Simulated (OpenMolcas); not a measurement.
A calculation on Ta+.

* Program: OpenMolcas
* Method: CASSCF
* Basis: ANO-RCC-VQZP [9s8p6d4f3g2h]
* Scalar Hamiltonian: DKH2, point nucleus
* Active space: 4 electrons in 11 orbitals (5d 6s 6d)
* State averaging: 2S+1 = 5 even, 15 roots; 2S+1 = 3 even, 45 roots kept (CI in the orbitals of an earlier block); 2S+1 = 1 even, 14 roots kept (CI in the orbitals of an earlier block)
* Spin-orbit coupling: state interaction with AMFI integrals over the reference wave functions, term energies averaged over their components

**Question.** Which level of the active space comes out lowest?

**Answer.** 5d³ 6s ⁵F₁, with 96 % of that term; it is also the measured ground level.

**Question.** How high does 5d³ 6s ⁵F₅ lie?

**Answer.** 6811 cm⁻¹ above the lowest level; measured 6187 cm⁻¹ above the ground level, so the calculation is off by +10 %.

**Question.** How high does 5d³ 6s ⁵P₁ lie?

**Answer.** 12521 cm⁻¹ above the lowest level.

**Question.** How high does 5d² 6s² ³F₂ [71 %] lie?

**Answer.** 8650 cm⁻¹ above the lowest level; measured 3180 cm⁻¹ above the ground level, so the calculation is off by +172 %.

**Question.** The level at 12707 cm⁻¹ has J = 2. What is it made of, and what is its g factor?

**Answer.** 34 % 5d³ 6s ³F₂, 32 % 5d³ 6s ¹D, 27 % 5d³ 6s ⁵P; g = 1.102, against 0.666 from Landé's formula for the pure leading term.

Measured values: NIST Handbook of Basic Atomic Spectroscopic Data.

Without dynamic correlation excited terms often stand tens of per cent too high (terms of higher spin than the ground term too low), and those without a measured partner can miss by more than the paired ones. Terms from blocks run as CI alone lack orbitals of their own. Active for correlation alone: 6d; no level in the range computed is led by a configuration that fills it, so any true level of that kind is missing. Measured partners are found by configuration, term and J. A level has none where our copy of the source lacks it or the pairing is in doubt (some pairs that miss far off the trend of their configuration count as doubtful), and it then counts in no deviation. Only configurations of the active space appear.

A share in square brackets marks a mixed level and gives the weight of the term that names it.
